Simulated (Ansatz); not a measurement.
`F[SiH2]BC[SiH3]` + `SS` → `F[SiH2]SS` + `BC[SiH3]`  (cleavage of the Si–B bond)

Program: Ansatz. Geometries: PBE0-D4/def2-TZVP. ΔE: electronic, gas phase. CCSD(T)/CBS adds triple-zeta CCSD(T) − MP2 to the extrapolated MP2 energy (def2 sets, frozen cores). This one scheme is used for every species. One conformer a species, not always the lowest.

```json
{"species": "`F[SiH2]BC[SiH3]`", "MP2/def2-TZVPP energy (Eh)": "-745.42608"}
{"species": "`SS`", "MP2/def2-TZVPP energy (Eh)": "-796.60764"}
{"species": "`F[SiH2]SS`", "MP2/def2-TZVPP energy (Eh)": "-1186.07736"}
{"species": "`BC[SiH3]`", "MP2/def2-TZVPP energy (Eh)": "-355.99194"}
```

Problem. Work out ΔE.

Solution. ΔE = (-1186.07736) + (-355.99194) − (-745.42608) − (-796.60764) = -0.03558 Eh = -0.97 eV. CCSD(T)/CBS gives -0.88 eV.

Largest T1 diagnostic among the species: 0.012.

From PBE to PBE0 (25 % exact exchange), in def2-TZVPP and without D4, ΔE moves by −0.03 eV.
